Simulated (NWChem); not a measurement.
Program: NWChem. System: H2Cl2Si, charge 0, spin multiplicity 1, at a geometry optimised with PBE0/def2-SVP. The structure started from a generated list of species. Level: constrained PBE0/def2-SVP.

Job file:

```
start mol
memory heap 200 mb stack 900 mb global 1100 mb
geometry units angstroms nocenter noautoz noautosym
  Si     0.000000     0.000000     0.768929
  Cl    -1.683952     0.000000    -0.410358
  Cl     1.683952     0.000000    -0.410358
  H      0.000000    -1.233026     1.593580
  H      0.000000     1.233026     1.593580
end
basis spherical
  * library def2-svp
end
dft
  xc pbe0
  semidirect memsize 60000000 filesize 0
  iterations 100
  convergence nolevelshifting
  cdft 3 3 charge -0.6 pop lowdin
end
task dft energy
```

Output (cleaned and shortened):

```
             Northwest Computational Chemistry Package (NWChem) 7.3.0
             --------------------------------------------------------

                                NWChem Input Module
                                -------------------

 Scaling coordinates for geometry "geometry" by  1.889725989
 (inverse scale =  0.529177249)

                             Geometry "geometry" -> ""
                             -------------------------

 Output coordinates in angstroms (scale by  1.889725989 to convert to a.u.)

  No.       Tag          Charge          X              Y              Z
 ---- ---------------- ---------- -------------- -------------- --------------
    1 Si                  14.0000     0.00000000     0.00000000     0.76892900
    2 Cl                  17.0000    -1.68395200     0.00000000    -0.41035800
    3 Cl                  17.0000     1.68395200     0.00000000    -0.41035800
    4 H                    1.0000     0.00000000    -1.23302600     1.59358000
    5 H                    1.0000     0.00000000     1.23302600     1.59358000

 Effective nuclear repulsion energy (a.u.)     190.5728397463

            Nuclear Dipole moment (a.u.)
            ----------------------------
        X                 Y               Z
 ---------------- ---------------- ----------------
     0.0000000000     0.0000000000    -0.0000113384


 Summary of "ao basis" -> "" (spherical)
 ------------------------------------------------------------------------------
       Tag                 Description            Shells   Functions and Types
 ---------------- ------------------------------  ------  ---------------------
 *                          def2-svp                  on all atoms

                                 NWChem DFT Module
                                 -----------------

 Summary of "ao basis" -> "ao basis" (spherical)
 ------------------------------------------------------------------------------
       Tag                 Description            Shells   Functions and Types
 ---------------- ------------------------------  ------  ---------------------
 Si                         def2-svp                 8       18   4s3p1d
 Cl                         def2-svp                 8       18   4s3p1d
 H                          def2-svp                 3        5   2s1p

 Summary of "ao basis" -> "ao basis" (spherical)
 ------------------------------------------------------------------------------
       Tag                 Description            Shells   Functions and Types
 ---------------- ------------------------------  ------  ---------------------
 Si                         def2-svp                 8       18   4s3p1d
 Cl                         def2-svp                 8       18   4s3p1d
 H                          def2-svp                 3        5   2s1p

            General Information
            -------------------
          SCF calculation type: DFT
          Wavefunction type:  closed shell.
          No. of atoms     :     5
          No. of electrons :    50
           Alpha electrons :    25
            Beta electrons :    25
          Charge           :     0
          Spin multiplicity:     1
          Use of symmetry is: off; symmetry adaption is: off
          Maximum number of iterations: 100
          AO basis - number of functions:    64
                     number of shells:    30
          Convergence on energy requested:  1.00D-06
          Convergence on density requested:  1.00D-05
          Convergence on gradient requested:  5.00D-04
[...]
 Numeric. integr. density =       49.999994398960

     Total iterative time =      2.9s

                       DFT Final Molecular Orbital Analysis
                       ------------------------------------

 Vector   23  Occ=2.000000D+00  E=-4.540172D-01
              MO Center= -3.5D-01,  1.8D-07,  9.1D-01, r^2= 2.7D+00
   Bfn.  Coefficient  Atom+Function         Bfn.  Coefficient  Atom+Function
  ----- ------------  ---------------      ----- ------------  ---------------
     9      0.316622  1 Si py                55     -0.278647  4 H  s
    60      0.278647  5 H  s                 30      0.249663  2 Cl py
    12      0.225490  1 Si py                27      0.206620  2 Cl py
     6     -0.169976  1 Si py                24      0.119819  2 Cl py
    56     -0.101397  4 H  s                 61      0.101397  5 H  s

 Vector   24  Occ=2.000000D+00  E=-3.964918D-01
              MO Center= -1.5D+00, -1.1D-08, -3.2D-01, r^2= 1.5D+00
   Bfn.  Coefficient  Atom+Function         Bfn.  Coefficient  Atom+Function
  ----- ------------  ---------------      ----- ------------  ---------------
    31      0.533095  2 Cl pz                28      0.410175  2 Cl pz
    29     -0.292158  2 Cl px                25      0.236888  2 Cl pz
    26     -0.221970  2 Cl px                23     -0.128494  2 Cl px
    11     -0.104920  1 Si px                47     -0.095646  3 Cl px
     3     -0.090692  1 Si s                 13      0.079960  1 Si pz

 Vector   25  Occ=2.000000D+00  E=-3.783421D-01
              MO Center= -1.2D+00,  3.0D-08,  5.0D-02, r^2= 2.5D+00
   Bfn.  Coefficient  Atom+Function         Bfn.  Coefficient  Atom+Function
  ----- ------------  ---------------      ----- ------------  ---------------
    30      0.575852  2 Cl py                27      0.430298  2 Cl py
    24      0.248391  2 Cl py                55      0.186023  4 H  s
    60     -0.186023  5 H  s                 56      0.141235  4 H  s
    61     -0.141235  5 H  s                  9     -0.135012  1 Si py
    15     -0.074698  1 Si d -1               6      0.065895  1 Si py

 Vector   26  Occ=0.000000D+00  E=-9.861316D-02
              MO Center=  2.2D-01,  1.5D-09,  4.4D-01, r^2= 3.2D+00
   Bfn.  Coefficient  Atom+Function         Bfn.  Coefficient  Atom+Function
  ----- ------------  ---------------      ----- ------------  ---------------
     3      0.700811  1 Si s                 11      0.520130  1 Si px
    13     -0.489370  1 Si pz                47      0.415240  3 Cl px
    40     -0.380312  3 Cl s                 10     -0.304913  1 Si pz
     8      0.295006  1 Si px                29     -0.285365  2 Cl px
     2      0.283049  1 Si s                 39     -0.262015  3 Cl s

 Vector   27  Occ=0.000000D+00  E=-3.922294D-02
              MO Center=  1.3D-02, -5.8D-09,  7.0D-01, r^2= 3.4D+00
   Bfn.  Coefficient  Atom+Function         Bfn.  Coefficient  Atom+Function
  ----- ------------  ---------------      ----- ------------  ---------------
    11      0.896474  1 Si px                13      0.584777  1 Si pz
    22      0.565753  2 Cl s                 29      0.453572  2 Cl px
    31      0.332379  2 Cl pz                 8      0.286714  1 Si px
     3     -0.220920  1 Si s                 10      0.195930  1 Si pz
    49     -0.190971  3 Cl pz                21      0.173662  2 Cl s

 Vector   28  Occ=0.000000D+00  E= 9.369268D-03
              MO Center=  1.5D-01, -7.3D-08,  5.9D-01, r^2= 3.7D+00
   Bfn.  Coefficient  Atom+Function         Bfn.  Coefficient  Atom+Function
  ----- ------------  ---------------      ----- ------------  ---------------
    12      1.402847  1 Si py                56      1.032730  4 H  s
    61     -1.032730  5 H  s                  9      0.305481  1 Si py
    30     -0.288778  2 Cl py                15     -0.216435  1 Si d -1
    50     -0.204527  3 Cl d -2              48     -0.197522  3 Cl py
    55      0.157546  4 H  s                 60     -0.157546  5 H  s

     ---------------------------------------------
      Total Density - Mulliken Population Analysis
     ---------------------------------------------

    Atom       Charge   Shell Charges
 -----------   ------   -------------------------------------------------------
    1 Si  14    12.64   2.00  1.98  1.08 -0.07  5.93  1.13  0.41  0.19
    2 Cl  17    17.16   2.00  1.99  1.27  0.69  5.93  2.14  3.12  0.02
    3 Cl  17    18.21   2.00  1.99  1.19  1.04  5.93  2.18  3.85  0.02
    4 H    1     0.99   0.72  0.26  0.01
    5 H    1     0.99   0.72  0.26  0.01

     -------------------------------------------
      Total Density - Lowdin Population Analysis
     -------------------------------------------

    Atom       Charge   Shell Charges
 -----------   ------   -------------------------------------------------------
    1 Si  14    13.34   2.00  1.93  0.71  0.34  5.81  1.16  0.98  0.41
    2 Cl  17    16.98   2.00  1.96  1.05  0.79  5.82  2.24  3.09  0.02
    3 Cl  17    17.60   2.00  1.96  1.08  0.85  5.83  2.38  3.48  0.02
    4 H    1     1.04   0.63  0.39  0.03
    5 H    1     1.04   0.63  0.39  0.03

 center of mass
 --------------
 x =   0.00000000 y =   0.00000000 z =  -0.07517133

 moments of inertia (a.u.)
 ------------------
         129.785292798556           0.000000000000           0.000000000000
           0.000000000000         827.062169005371           0.000000000000
           0.000000000000           0.000000000000         719.163927657772

     Multipole analysis of the density
     ---------------------------------

     L   x y z        total         alpha         beta         nuclear
     -   - - -        -----         -----         ----         -------
     0   0 0 0     -0.000000    -25.000000    -25.000000     50.000000

     1   1 0 0     -1.605918     -0.802959     -0.802959      0.000000
     1   0 1 0     -0.000000     -0.000000     -0.000000      0.000000
     1   0 0 1      1.462029      0.731020      0.731020     -0.000011

     2   2 0 0    -34.986197   -189.642695   -189.642695    344.299193
     2   1 1 0      0.000000      0.000000      0.000000      0.000000
     2   1 0 1      2.288840      1.144420      1.144420      0.000000
     2   0 2 0    -28.000394    -19.429476    -19.429476     10.858558
     2   0 1 1      0.000000      0.000000      0.000000      0.000000
     2   0 0 2    -26.870510    -47.506610    -47.506610     68.142710

 Task  times  cpu:        3.1s     wall:        3.1s

 Total times  cpu:        3.2s     wall:        3.2s
```
